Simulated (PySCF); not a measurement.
AlH3N2, Al2H3N2, AlH4N2Si, AlH3NOSi and others (calculated)

Calculation on a computer-drawn molecule: the log of a Hartree-Fock and frozen-core CCSD(T) single point meant for a local Hartree-Fock minimum, with one planted fault or none, to be diagnosed. Offsets are logged minus clean, where the clean run is the same molecule without the fault. The reference is restricted for singlets and unrestricted otherwise, and also for a bond in bohr or an excited solution. Adding or removing an electron swaps singlet and doublet. The excited solution moves the top pair (singlet) or top alpha electron (doublet) to the lowest empty orbital. Highest occupied and lowest empty are orbital energies over both spins, largest force is the largest gradient component, triples share is (T) over the correlation energy, the T1 limit is 0.02 restricted and 0.045 unrestricted, electrons count all cores, a negative frequency is imaginary (commonest isotopes), and the dipole is about the centre of nuclear charge. Program: PySCF 2.14.0.

Common to all runs: logged SCF converged yes; possible faults no fault, one electron removed, one electron added, multiplicity raised by two, geometry at a saddle point, SCF held on an excited solution, minimal basis STO-3G, one bond length entered in bohr, all coordinates scaled.

(1) 
```xyz
6
formula=AlH3N2 meant_charge=0 meant_multiplicity=1 meant_basis=cc-pV(D+d)Z logged_electrons=30 logged_basis_functions=22 logged_spin_squared=0 logged_highest_occupied=-4.4943 logged_lowest_empty=9.3225 logged_largest_force=0.084666 logged_T1_diagnostic=0.029504 logged_D1_diagnostic=0.087165 logged_triples_share=0.065658 logged_CC_converged=yes logged_dipole_magnitude=2.8289 logged_SCF_stable_within_its_kind=yes logged_energy_HF=-348.12574 logged_energy_CCSD(T)=-348.30497 planted_fault=minimal_basis_STO-3G HF_energy_offset_from_clean_run=2772 CCSD(T)_energy_offset_from_clean_run=2933
N      0.3338     0.3690     3.7713
Al     1.4673    -0.4513     3.0157
N      2.7153    -1.3538     2.1866
H     -0.3730     0.8801     4.2377
H      3.5592    -0.9603     1.8160
H      2.6920    -2.3407     2.0137
```

Units: logged_highest_occupied, logged_lowest_empty in eV; logged_largest_force in hartree/bohr; logged_dipole_magnitude in debye; logged_energy_HF, logged_energy_CCSD(T) in hartree; HF_energy_offset_from_clean_run, CCSD(T)_energy_offset_from_clean_run in kcal/mol.

Drawn bonds:
| atom | other atom | order |
| --- | --- | --- |
| 1 | 2 | 2 |
| 2 | 3 | 1 |
| 1 | 4 | 1 |
| 3 | 5 | 1 |
| 3 | 6 | 1 |

Notes: T1 above single-reference limit.

(2) 
```xyz
7
formula=Al2H3N2 meant_charge=0 meant_multiplicity=2 meant_basis=cc-pV(D+d)Z logged_electrons=42 logged_basis_functions=89 logged_spin_squared=0 logged_highest_occupied=-12.343 logged_lowest_empty=-7.3703 logged_largest_force=0.059613 logged_T1_diagnostic=0.034619 logged_D1_diagnostic=0.12012 logged_triples_share=0.036732 logged_CC_converged=yes logged_dipole_magnitude=11.872 logged_SCF_stable_within_its_kind=yes logged_energy_HF=-594.17322 logged_energy_CCSD(T)=-594.66248 planted_fault=one_electron_removed HF_energy_offset_from_clean_run=185.3 CCSD(T)_energy_offset_from_clean_run=183.2
N      0.0582     1.0483    -0.2158
Al     0.3258     0.1137     1.0440
N      0.6072    -0.9184     2.4484
Al    -0.3886    -1.2124     3.9191
H     -0.1248     1.6347    -0.9911
H      1.4758    -1.4357     2.4279
H      0.1947    -2.2287     4.9946
```

Units: logged_highest_occupied, logged_lowest_empty in eV; logged_largest_force in hartree/bohr; logged_dipole_magnitude in debye; logged_energy_HF, logged_energy_CCSD(T) in hartree; HF_energy_offset_from_clean_run, CCSD(T)_energy_offset_from_clean_run in kcal/mol.

Drawn bonds:
| atom | other atom | order |
| --- | --- | --- |
| 1 | 2 | 2 |
| 2 | 3 | 1 |
| 3 | 4 | 1 |
| 1 | 5 | 1 |
| 3 | 6 | 1 |
| 4 | 7 | 1 |

Notes: T1 above single-reference limit.

(3) 
```xyz
8
formula=AlH4N2Si meant_charge=0 meant_multiplicity=2 meant_basis=cc-pV(D+d)Z logged_electrons=45 logged_basis_functions=94 logged_spin_squared=1.7802 logged_highest_occupied=-5.141 logged_lowest_empty=0.10295 logged_largest_force=0.1174 logged_CC_converged=no logged_dipole_magnitude=1.8964 logged_SCF_stable_within_its_kind=no logged_energy_HF=-641.97408 planted_fault=SCF_held_on_an_excited_solution HF_energy_offset_from_clean_run=46.16
N     -1.3968    -0.8591     1.7010
Al    -1.1792    -0.5714     0.1532
N     -0.9723    -0.2688    -1.5756
Si     0.4917    -0.0245    -2.4867
H     -1.4984    -1.0290     2.6702
H     -1.8109    -0.2553    -2.1344
H      1.6035    -0.0222    -1.5031
H      0.4702     1.2570    -3.2378
```

Units: logged_highest_occupied, logged_lowest_empty in eV; logged_largest_force in hartree/bohr; logged_dipole_magnitude in debye; logged_energy_HF in hartree; HF_energy_offset_from_clean_run in kcal/mol.

Drawn bonds:
| atom | other atom | order |
| --- | --- | --- |
| 1 | 2 | 2 |
| 2 | 3 | 1 |
| 3 | 4 | 1 |
| 1 | 5 | 1 |
| 3 | 6 | 1 |
| 4 | 7 | 1 |
| 4 | 8 | 1 |

Notes: CCSD not converged.

(4) 
```xyz
8
formula=AlH4N2Si meant_charge=0 meant_multiplicity=2 meant_basis=cc-pV(D+d)Z logged_electrons=45 logged_basis_functions=32 logged_spin_squared=0.7523 logged_highest_occupied=-4.3597 logged_lowest_empty=6.3318 logged_largest_force=0.11397 logged_T1_diagnostic=0.031262 logged_D1_diagnostic=0.11412 logged_triples_share=0.059655 logged_CC_converged=yes logged_dipole_magnitude=3.1584 logged_SCF_stable_within_its_kind=yes logged_energy_HF=-634.29094 logged_energy_CCSD(T)=-634.51967 planted_fault=minimal_basis_STO-3G HF_energy_offset_from_clean_run=4867 CCSD(T)_energy_offset_from_clean_run=5057
N     -1.3968    -0.8591     1.7010
Al    -1.1792    -0.5714     0.1532
N     -0.9723    -0.2688    -1.5756
Si     0.4917    -0.0245    -2.4867
H     -1.4984    -1.0290     2.6702
H     -1.8109    -0.2553    -2.1344
H      1.6035    -0.0222    -1.5031
H      0.4702     1.2570    -3.2378
```

Units: logged_highest_occupied, logged_lowest_empty in eV; logged_largest_force in hartree/bohr; logged_dipole_magnitude in debye; logged_energy_HF, logged_energy_CCSD(T) in hartree; HF_energy_offset_from_clean_run, CCSD(T)_energy_offset_from_clean_run in kcal/mol.

Drawn bonds:
| atom | other atom | order |
| --- | --- | --- |
| 1 | 2 | 2 |
| 2 | 3 | 1 |
| 3 | 4 | 1 |
| 1 | 5 | 1 |
| 3 | 6 | 1 |
| 4 | 7 | 1 |
| 4 | 8 | 1 |

(5) 
```xyz
7
formula=AlH3NOSi meant_charge=1 meant_multiplicity=1 meant_basis=cc-pV(D+d)Z logged_electrons=44 logged_basis_functions=89 logged_spin_squared=0 logged_highest_occupied=-13.095 logged_lowest_empty=-5.3754 logged_largest_force=1.552e-05 logged_lowest_frequency=24.876 logged_T1_diagnostic=0.027723 logged_D1_diagnostic=0.083713 logged_triples_share=0.033318 logged_CC_converged=yes logged_dipole_magnitude=9.9484 logged_SCF_stable_within_its_kind=yes logged_energy_HF=-661.65672 logged_energy_CCSD(T)=-662.19103 planted_fault=no_fault HF_energy_offset_from_clean_run=0 CCSD(T)_energy_offset_from_clean_run=0
N      0.2967    -0.4405     3.3590
Al    -0.4719    -0.1212     1.9996
O     -0.9390    -0.2091     0.3285
Si    -1.2243    -0.4198    -1.1876
H      0.4681    -0.2913     4.3287
H     -0.3763    -1.3310    -1.9434
H     -2.3321     0.3083    -1.7892
```

Units: logged_highest_occupied, logged_lowest_empty in eV; logged_largest_force in hartree/bohr; logged_lowest_frequency in cm⁻¹; logged_dipole_magnitude in debye; logged_energy_HF, logged_energy_CCSD(T) in hartree; HF_energy_offset_from_clean_run, CCSD(T)_energy_offset_from_clean_run in kcal/mol.

Drawn bonds:
| atom | other atom | order |
| --- | --- | --- |
| 1 | 2 | 2 |
| 2 | 3 | 1 |
| 3 | 4 | 1 |
| 1 | 5 | 1 |
| 4 | 6 | 1 |
| 4 | 7 | 1 |

Notes: T1 above single-reference limit.

(6) 
```xyz
5
formula=BH2O2 meant_charge=-1 meant_multiplicity=1 meant_basis=aug-cc-pVDZ logged_electrons=24 logged_basis_functions=87 logged_spin_squared=2.0117 logged_highest_occupied=0.91631 logged_lowest_empty=3.6181 logged_largest_force=0.12365 logged_T1_diagnostic=0.033439 logged_D1_diagnostic=0.13046 logged_triples_share=0.030189 logged_CC_converged=yes logged_dipole_magnitude=11.242 logged_SCF_stable_within_its_kind=yes logged_energy_HF=-175.60088 logged_energy_CCSD(T)=-176.08462 planted_fault=multiplicity_raised_by_two HF_energy_offset_from_clean_run=58.53 CCSD(T)_energy_offset_from_clean_run=90.48
O      0.5883    -0.8332    -1.2835
B      0.2247    -1.2183    -0.1200
O      0.7820    -2.3485     0.5779
H     -0.6518    -0.6950     0.5916
H      1.4362    -2.7050    -0.0022
```

Units: logged_highest_occupied, logged_lowest_empty in eV; logged_largest_force in hartree/bohr; logged_dipole_magnitude in debye; logged_energy_HF, logged_energy_CCSD(T) in hartree; HF_energy_offset_from_clean_run, CCSD(T)_energy_offset_from_clean_run in kcal/mol.

Drawn bonds:
| atom | other atom | order |
| --- | --- | --- |
| 1 | 2 | 1 |
| 2 | 3 | 1 |
| 2 | 4 | 1 |
| 3 | 5 | 1 |

Notes: highest electron not bound in this basis.

(7) 
```xyz
5
formula=BH2O2 meant_charge=-1 meant_multiplicity=1 meant_basis=aug-cc-pVDZ logged_electrons=24 logged_basis_functions=17 logged_spin_squared=0 logged_highest_occupied=1.3933 logged_lowest_empty=20.041 logged_largest_force=0.047313 logged_T1_diagnostic=0.016451 logged_D1_diagnostic=0.061701 logged_triples_share=0.040919 logged_CC_converged=yes logged_dipole_magnitude=2.2084 logged_SCF_stable_within_its_kind=yes logged_energy_HF=-173.11789 logged_energy_CCSD(T)=-173.27373 planted_fault=minimal_basis_STO-3G HF_energy_offset_from_clean_run=1617 CCSD(T)_energy_offset_from_clean_run=1854
O      0.5883    -0.8332    -1.2835
B      0.2247    -1.2183    -0.1200
O      0.7820    -2.3485     0.5779
H     -0.6518    -0.6950     0.5916
H      1.4362    -2.7050    -0.0022
```

Units: logged_highest_occupied, logged_lowest_empty in eV; logged_largest_force in hartree/bohr; logged_dipole_magnitude in debye; logged_energy_HF, logged_energy_CCSD(T) in hartree; HF_energy_offset_from_clean_run, CCSD(T)_energy_offset_from_clean_run in kcal/mol.

Drawn bonds:
| atom | other atom | order |
| --- | --- | --- |
| 1 | 2 | 1 |
| 2 | 3 | 1 |
| 2 | 4 | 1 |
| 3 | 5 | 1 |

Notes: highest electron not bound in this basis.

(8) 
```xyz
5
formula=BH2O2 meant_charge=-1 meant_multiplicity=1 meant_basis=aug-cc-pVDZ logged_electrons=24 logged_basis_functions=87 logged_spin_squared=0 logged_highest_occupied=-4.4338 logged_lowest_empty=4.5053 logged_largest_force=1.239e-05 logged_lowest_frequency=525.9 logged_T1_diagnostic=0.019679 logged_D1_diagnostic=0.050262 logged_triples_share=0.031927 logged_CC_converged=yes logged_dipole_magnitude=2.8386 logged_SCF_stable_within_its_kind=yes logged_energy_HF=-175.69416 logged_energy_CCSD(T)=-176.22882 planted_fault=no_fault HF_energy_offset_from_clean_run=0 CCSD(T)_energy_offset_from_clean_run=0
O      0.5883    -0.8332    -1.2835
B      0.2247    -1.2183    -0.1200
O      0.7820    -2.3485     0.5779
H     -0.6518    -0.6950     0.5916
H      1.4362    -2.7050    -0.0022
```

Units: logged_highest_occupied, logged_lowest_empty in eV; logged_largest_force in hartree/bohr; logged_lowest_frequency in cm⁻¹; logged_dipole_magnitude in debye; logged_energy_HF, logged_energy_CCSD(T) in hartree; HF_energy_offset_from_clean_run, CCSD(T)_energy_offset_from_clean_run in kcal/mol.

Drawn bonds:
| atom | other atom | order |
| --- | --- | --- |
| 1 | 2 | 1 |
| 2 | 3 | 1 |
| 2 | 4 | 1 |
| 3 | 5 | 1 |
